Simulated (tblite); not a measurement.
Compound: C₅H₉NSi₂.
Numbering: `[SiH3:1][SiH2:2][c:3]1[cH:4][cH:5][n:6][cH:7][cH:8]1` (hydrogens: H9, H10, H11 on Si1; H12, H13 on Si2; H14 on C4; H15 on C5; H16 on C7; H17 on C8)

Computed with GFN2-xTB (tblite), gas phase: Langevin dynamics at 600 K from the optimised GFN2-xTB geometry, time step 0.5 fs, friction 0.01 fs⁻¹, 2000 steps. The instantaneous temperature is 2·E(kin)/(3Nk) with all 3N coordinates.

| t (fs) | T (K) | E(pot) above start (eV) | Si1–Si2 (Å) | Si2–C3 (Å) | C3–C4 (Å) | C4–C5 (Å) | C5–N6 (Å) | Si1–H9 (Å) | Si1–Si2–C3–C4 (°) |
| --- | --- | --- | --- | --- | --- | --- | --- | --- | --- |
| 0 | 518 | 0.000 | 2.315 | 1.892 | 1.392 | 1.385 | 1.323 | 1.466 | 89 |
| 50 | 445 | 1.064 | 2.391 | 1.902 | 1.378 | 1.424 | 1.311 | 1.564 | 72 |
| 100 | 438 | 0.917 | 2.341 | 1.844 | 1.374 | 1.373 | 1.286 | 1.444 | 94 |
| 150 | 427 | 0.924 | 2.356 | 1.862 | 1.421 | 1.356 | 1.340 | 1.535 | 78 |
| 200 | 396 | 0.935 | 2.289 | 1.856 | 1.345 | 1.358 | 1.312 | 1.511 | 79 |
| 250 | 444 | 1.173 | 2.358 | 1.948 | 1.389 | 1.319 | 1.352 | 1.427 | 86 |
| 300 | 526 | 1.082 | 2.323 | 1.922 | 1.414 | 1.345 | 1.357 | 1.455 | 64 |
| 350 | 420 | 0.771 | 2.272 | 1.908 | 1.403 | 1.375 | 1.340 | 1.503 | 36 |
| 400 | 482 | 0.789 | 2.367 | 1.882 | 1.403 | 1.353 | 1.314 | 1.433 | 55 |
| 450 | 571 | 0.973 | 2.435 | 1.884 | 1.452 | 1.345 | 1.363 | 1.487 | 66 |
| 500 | 552 | 1.093 | 2.278 | 1.893 | 1.430 | 1.336 | 1.306 | 1.504 | 62 |
| 550 | 664 | 0.792 | 2.377 | 1.901 | 1.413 | 1.413 | 1.359 | 1.511 | 53 |
| 600 | 675 | 1.165 | 2.295 | 1.849 | 1.345 | 1.378 | 1.317 | 1.461 | 33 |
| 650 | 502 | 0.750 | 2.289 | 1.930 | 1.405 | 1.356 | 1.323 | 1.485 | 51 |
| 700 | 491 | 0.764 | 2.332 | 1.870 | 1.376 | 1.375 | 1.322 | 1.474 | 47 |
| 750 | 501 | 0.816 | 2.336 | 1.970 | 1.348 | 1.482 | 1.274 | 1.472 | 65 |
| 800 | 352 | 0.946 | 2.359 | 1.864 | 1.437 | 1.407 | 1.308 | 1.413 | 73 |
| 850 | 437 | 0.905 | 2.362 | 1.859 | 1.417 | 1.436 | 1.354 | 1.421 | 82 |
| 900 | 708 | 1.072 | 2.293 | 1.978 | 1.385 | 1.342 | 1.313 | 1.508 | 94 |
| 950 | 414 | 0.830 | 2.424 | 1.894 | 1.390 | 1.375 | 1.380 | 1.501 | 83 |
| 1000 | 433 | 1.350 | 2.384 | 1.833 | 1.319 | 1.396 | 1.354 | 1.426 | 87 |

Task: From 500 fs on, how do temperature and potential energy compare with equipartition?

Result: The mean temperature of these 11 frames is 521 K against the target 600 K, and the mean potential energy 0.95 eV against 45 × kT/2 = 1.16 eV for 45 classical harmonic modes. For 17 atoms in a canonical ensemble the temperature itself scatters by T·√(2/(3N)) = 119 K; here its standard deviation is 111 K. The whole run lasts only 10 friction times of 100 fs, so these averages carry a wide statistical error.

Task: What are the kinetic and total energies of the listed frame with the highest potential energy?

Result: The one at 1000 fs, 1.350 eV above the start. Its kinetic energy is 3NkT/2 = 0.951 eV at 433 K, so the sum is 2.30 eV; over the listed frames the sum runs from 1.14 to 2.65 eV, since the thermostat adds and removes energy.

Task: How much do the listed bonds fluctuate from 500 fs on?

Result: 
```tsv
bond	at the start (Å)	mean (Å)	standard deviation (Å)
Si1–Si2	2.315	2.339	0.045
Si2–C3	1.892	1.895	0.045
C3–C4	1.392	1.388	0.036
C4–C5	1.385	1.390	0.041
C5–N6	1.323	1.328	0.029
Si1–H9	1.466	1.471	0.035
```

The motion is classical and holds no zero-point motion.

What follows is the cost of the whole dynamics run. On one thread of an Arm Neoverse V1, on a shared host, this took 17 s of wall time and 0.18 GiB of memory at its peak.
